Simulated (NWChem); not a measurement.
System: BeCl2; SMILES [Cl][Be][Cl]

```xyz
3

Be     0.0000     0.0000     0.0000
Cl     0.0000     0.0000     1.8137
Cl     0.0000     0.0000    -1.8137
```
Atoms are numbered in this order, from 1.

Program: NWChem. Pople sets run with spherical d functions. Geometry: optimised at PBE-D3(BJ)/def2-SVP. GIAO values for the isolated, static molecule; σ is the absolute isotropic shielding.

For level B3LYP/def2-SVP:

| Quantity | Result |
|---|---|
| σ Cl2 (ppm) | 954.1 |

Q: What are these values for level B3LYP/6-31G*?

A: The σ Cl2 (ppm) is 988.2.
